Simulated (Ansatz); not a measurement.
Relaxation of BF$_{2}$H$_{4}$N (8 atoms, charge 0, multiplicity 1), to a largest force component of 0.03 eV/Å in at most 50 steps.

All numbers below come from Ansatz 0.2.0, RKS PBE-D4/def2-SVPD.

```xyz
8
Properties=species:S:1:pos:R:3
B -0.053 0.420 -0.531
N -0.042 0.063 2.187
H -0.809 -0.136 2.836
H 0.841 -0.012 2.702
F 1.165 -0.016 -0.855
F -1.104 -0.275 -0.968
H -0.198 1.465 0.037
H -0.140 1.047 1.862
```

Problem. Where does it end, and by what steps?

Solution. The forces met the threshold. The force dipped under the threshold on the way, but the program's further checks kept it going. After 29 steps the energy has fallen by 0.858 eV; H4 moved furthest, 1.01 Å. Joined: B1–N2 (2.74 → 1.67 Å).

| step | energy less start (eV) | largest force component (eV/Å) | accepted |
| --- | --- | --- | --- |
| 0 | 0.0000 | 0.626 | yes |
| 2 | -0.1267 | 2.007 | yes |
| 4 | -0.4205 | 1.300 | yes |
| 6 | -0.7708 | 1.278 | yes |
| 8 | -0.8108 | 0.075 | yes |
| 10 | -0.8117 | 0.010 | yes |
| 12 | -0.8118 | 0.014 | yes |
| 14 | -0.8121 | 0.021 | yes |
| 16 | -0.8127 | 0.032 | yes |
| 18 | -0.8140 | 0.046 | yes |
| 20 | -0.8167 | 0.061 | yes |
| 22 | -0.8211 | 0.085 | yes |
| 24 | -0.8208 | 0.702 | no |
| 26 | -0.8422 | 0.257 | yes |
| 28 | -0.8522 | 0.157 | yes |
| 29 | -0.8576 | 0.013 | yes |

```xyz
8
Properties=species:S:1:pos:R:3
B -0.064 0.420 0.067
N -0.053 0.284 1.734
H -1.009 0.255 2.108
H 0.424 -0.594 1.985
F 1.296 0.353 -0.260
F -0.777 -0.718 -0.334
H -0.607 1.490 -0.198
H 0.451 1.066 2.168
```

Time of the run: 28 s on 4 threads of Arm Neoverse V1, on a shared host, peak memory 0.14 GiB.
